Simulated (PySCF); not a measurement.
From one molecule to another.

First species: C4H10O2S.
SMILES: `CC(C)S(C)(=O)=O`

Second species: C4H10OSi3.
Numbering: `[CH:1]#[C:2][SiH2:3][C:4]([SiH3:5])([SiH3:6])[CH:7]=[O:8]` (hydrogens: H9 on C1; H10, H11 on Si3; H12, H13, H14 on Si5; H15, H16, H17 on Si6; H18 on C7)

Levels: PBE0/pcSseg-1 for dipole moment, HOMO energy, LUMO energy and HOMO–LUMO gap; GFN2-xTB for rotational constant A and rotational constant C. Geometries: GFN2-xTB. All species are isolated and taken at one optimised geometry, non-relativistic unless stated; the electronic structure was computed with PySCF and density fitting.

Dipoles, sizes and rotational constants follow the conformer. The torsions of the flexible species, by atom-mapped SMILES:
- `[CH3:1][CH:2]([CH3:3])[S:4]([CH3:5])(=[O:6])=[O:7]`: C1–C2–S4–C5 177°
- `[CH:1]#[C:2][SiH2:3][C:4]([SiH3:5])([SiH3:6])[CH:7]=[O:8]`: C2–Si3–C4–Si5 63°, Si3–C4–C7–O8 0°

Values for the first species:

* Dipole moment: 4.56 D
* HOMO energy: -8.09 eV
* LUMO energy: 0.94 eV
* HOMO–LUMO gap: 9.03 eV
* Rotational constant A: 3.017 GHz
* Rotational constant C: 1.663 GHz

**Question.** Estimate the same properties for the second species, and the change in each.

**Answer.** 
```json
{"property": "dipole moment", "first": "4.56 D", "second": "2.66 D", "second less first": "-1.90 D"}
{"property": "HOMO energy", "first": "-8.09 eV", "second": "-7.82 eV", "second less first": "+0.27 eV"}
{"property": "LUMO energy", "first": "0.94 eV", "second": "-1.28 eV", "second less first": "-2.22 eV"}
{"property": "HOMO–LUMO gap", "first": "9.03 eV", "second": "6.54 eV", "second less first": "-2.49 eV"}
{"property": "rotational constant A", "first": "3.017 GHz", "second": "1.320 GHz", "second less first": "-1.697 GHz"}
{"property": "rotational constant C", "first": "1.663 GHz", "second": "0.854 GHz", "second less first": "-0.809 GHz"}
```

On the first: A dipole of 4.56 D is allowed in C1, and pure rotational transitions are dipole-allowed. The dipole matches unit charges of opposite sign 0.95 Å apart (1 e·Å = 4.8032 D).

On the second: The dipole matches unit charges of opposite sign 0.55 Å apart (1 e·Å = 4.8032 D).
